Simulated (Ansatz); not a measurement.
Gas-phase electronic energies from Ansatz, PBE0-D4/def2-TZVP geometries. CBS: MP2 limit from def2 TZ/QZ plus the TZ coupled-cluster correction, frozen cores. This one scheme is used for every species, atoms too. DFT in def2-TZVPP. B3LYP here is the variant with VWN-RPA as its local correlation; programs differ in this. HSE06 is defined as in plane-wave codes. No spin–orbit coupling; open shells (•) take unrestricted orbitals. Spin–orbit coupling would lower the free atoms: a little for F, Si; strongly for I. def2 core potentials past Kr. Bonds to I are less sure, by a few kJ/mol each and by 10 to 20 or more in all where they break to atoms, as the def2 sets lack core-valence functions.

`F[Si](F)I`• → 2 F• + I• + Si•  (atomization)

`F[Si](F)I`•:

```xyz
4

F    -0.669    0.934    1.102
Si    0.380    0.002    0.359
F    -0.139   -1.486    0.554
I     0.428    0.550   -2.016
```

| level | ΔE (kJ/mol) | difference from CCSD(T)/CBS |
| --- | --- | --- |
| PBE-D4 | 1428.5 | 29.1 |
| r2SCAN0-D4 | 1359.1 | -40.3 |
| ωB97X-V | 1384.3 | -15.1 |
| ωB97M-V | 1374.9 | -24.5 |
| BLYP | 1364.4 | -35.0 |
| PBE0 | 1366.6 | -32.8 |
| B3LYP | 1350.4 | -49.0 |
| r2SCANh | 1385.9 | -13.5 |
| r2SCAN0 | 1356.3 | -43.1 |
| HSE06 | 1368.3 | -31.1 |
| RPA@PBE/def2-TZVPP | 1212.8 | -186.6 |
| MP2/def2-SVP | 1298.0 | -101.4 |
| CCSD(T)/def2-SVP | 1217.3 | -182.1 |
| MP2/def2-TZVPP | 1427.4 | 28.0 |
| HF/def2-QZVPP | 1005.8 | -393.6 |
| MP2/def2-QZVPP | 1466.7 | 67.3 |
| CCSD(T)/CBS | 1399.4 | 0 |

Largest T1 diagnostic among the species: 0.013.

Leaving LDA and LC-ωPBE aside and taking each functional with its dispersion term where it has one, the values, not all of them listed here, spread over 123.2 kJ/mol, from BHLYP-D4 to PBE-D4. LDA lies +218.3 kJ/mol from PBE without D4, its usual overbinding. At CCSD(T), def2-SVP lies −182.1 kJ/mol from the extrapolated value and def2-TZVPP −63.0 kJ/mol: correlation converges slowly with the basis, and small sets miss more of it in the bonded molecule than in its fragments.

For atomizations the MP2-based limit and the directly extrapolated one differ by several kJ/mol either way, and by 10 to 25 for some Ge, Se and Sn compounds, so smaller differences from it don't rank the levels.
